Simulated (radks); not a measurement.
Task: Neutral bromine is in [Ar] 3d10 4s2 4p5. Method: scalar-relativistic Kohn-Sham, PBE, spin-polarised, spherical densities, finite nucleus; Fermi nuclear charge, rms radius of each element as measured or else 0.836 A^(1/3) + 0.57 fm; computed with a radial shooting solver on a logarithmic mesh with Libxc functionals. Open shells are filled with parallel spins first. One electron is removed from 3d, 3p, 4s, 4p in turn, with full relaxation. Which removal costs least, and what does each cost?

Result: 4p 11.850 eV; 4s 24.794 eV; 3d 77.934 eV; 3p 184.90 eV. The 4p electron leaves first.
